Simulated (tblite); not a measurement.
Computed with GFN2-xTB (tblite): harmonic, unscaled wavenumbers at the GFN2-xTB geometry, gas phase. The method is semi-empirical: single wavenumbers can be off by several per cent or more. Modes of hydrogen on phosphorus and silicon can be 10 to 20 % off. One conformer each. Thermal functions are those of the rigid rotor and harmonic oscillator, without mixing of conformers.

Problem. Order these by their heat capacity Cp at 200 K, highest first (J/(mol K)).
A. `N#CC1(F)CC1`
B. `O=S(=O)(O)[C@@]12C=C[C@H]3[C@@H]1[C@H]32`
C. `[SiH3]C(Cl)[SiH3]`
D. `COC[SiH2][SiH2]OC(C)=O`
E. `FC(F)=C(F)[C@@H]([SiH3])C[SiH3]`
F. `FC(c1cc([pH]c1C)F)(F)F`

Solution. D (157.4), E (149.5), F (133.9), B (108.7), C (92.3), A (67.8).

| SMILES | atoms | mass (u) | symmetry number | modes under 300 cm⁻¹ | ZPE (kJ/mol) | S translation (J/(mol K)) | S rotation | S vibration | S | Cp |
| --- | --- | --- | --- | --- | --- | --- | --- | --- | --- | --- |
| COC[SiH2][SiH2]OC(C)=O | 21 | 164.03 | 1 | 11 | 398.0 | 164.2 | 121.0 | 138.7 | 423.9 | 157.4 |
| FC(F)=C(F)[C@@H]([SiH3])C[SiH3] | 18 | 170.02 | 1 | 10 | 291.4 | 164.6 | 123.8 | 117.3 | 405.7 | 149.5 |
| Cc1[pH]c(F)cc1C(F)(F)F | 16 | 184.01 | 1 | 8 | 250.9 | 165.6 | 123.7 | 90.8 | 380.1 | 133.9 |
| O=S(=O)(O)[C@@]12C=C[C@H]3[C@@H]1[C@H]32 | 16 | 158.00 | 1 | 5 | 285.9 | 163.7 | 117.6 | 66.9 | 348.3 | 108.7 |
| [SiH3]C([SiH3])Cl | 11 | 109.98 | 1 | 5 | 171.0 | 159.2 | 110.3 | 45.8 | 315.4 | 92.3 |
| N#CC1(F)CC1 | 10 | 85.03 | 1 | 2 | 185.4 | 156.0 | 105.0 | 21.3 | 282.3 | 67.8 |

Entropies and Cp are for 200 K and 1 bar.
